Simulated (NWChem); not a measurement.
System: SiH₄SeSO; SMILES [SiH3]O[Se]S

NWChem input:

```
start job
memory heap 200 mb stack 900 mb global 1100 mb
geometry units angstroms noautosym nocenter noautoz
  Se     0.627305    -0.558382     0.183832
  S     -1.294521    -1.559767    -0.025697
  H     -1.095031    -2.121446    -1.243976
  O      0.374953     1.011619    -0.684499
  Si    -0.386868     2.293946     0.103820
  H     -0.424710     3.404556    -0.887735
  H      0.387956     2.705447     1.312958
  H     -1.772736     1.918715     0.513042
end
basis spherical
  * library cc-pvtz
end
dft
  xc hfexch
  iterations 150
  semidirect filesize 400000000
end
property
  efieldgrad
end
task dft property
```

Coordinates come from a PBE0/def2-SVP optimisation.

Vzz is the largest principal value of the second derivative of the potential at the nucleus (NWChem prints the opposite sign); η is the asymmetry. Non-relativistic.

Atoms are numbered as in the input.

Predict the main results of this run. (Hartree-Fock/cc-pVTZ.) Quantities: Vzz Se1 (a.u.); η Se1; Vzz S2 (a.u.); η S2; Vzz O4 (a.u.); η O4.


```yaml
Vzz Se1 (a.u.): -8.529
"η Se1": 0.52
Vzz S2 (a.u.): -2.567
"η S2": 0.77
Vzz O4 (a.u.): 1.699
"η O4": 0.37
```
